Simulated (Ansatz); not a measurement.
One change: `[NH2][Al]([F])[Br]` becomes `[F][Al]([Cl])[Br]`.

Ansatz, PBE0-D4/def2-TZVP geometries, multiplicity 1. Each molecule was computed in one conformer, which needn't be the lowest.

Scalar relativity is left out up to krypton.

| property | `[NH2][Al]([F])[Br]` |
| --- | --- |
| size of the dipole moment (ωB97M-V/def2-TZVPP) / D | 2.40 |
| LUMO energy (PBE/def2-TZVPP) / eV | -1.57 |
| HOMO energy (PBE0/def2-TZVPP) / eV | -8.02 |
| size of the dipole moment (PBE/def2-TZVPP) / D | 2.39 |
| HOMO–LUMO gap (PBE/def2-TZVPP) / eV | 5.02 |
| LUMO energy (PBE0/def2-TZVPP) / eV | -0.72 |

(1) Give the same properties after the change, and the shifts. (Estimate.)

## Answers

(1) Ansatz gave: 
```tsv
property	`[F][Al]([Cl])[Br]`	shift
size of the dipole moment (ωB97M-V/def2-TZVPP) / D	0.52	-1.88
LUMO energy (PBE/def2-TZVPP) / eV	-2.25	-0.68
HOMO energy (PBE0/def2-TZVPP) / eV	-9.11	-1.09
size of the dipole moment (PBE/def2-TZVPP) / D	0.57	-1.82
HOMO–LUMO gap (PBE/def2-TZVPP) / eV	5.52	0.50
LUMO energy (PBE0/def2-TZVPP) / eV	-1.40	-0.68
```

With PBE0 the HOMO falls by 1.09 eV and the LUMO falls by 0.68 eV, so the gap widens by about 0.41 eV. PBE moves the HOMO by -1.19 eV and ωB97M-V by -0.93 eV. The zero-point energy changes by -63.7 kJ/mol with -6 modes. Dipoles are sizes alone; their direction can turn.

Spin–orbit coupling is left out; it splits and shifts lone-pair levels of the heavy atoms by tenths of an eV.
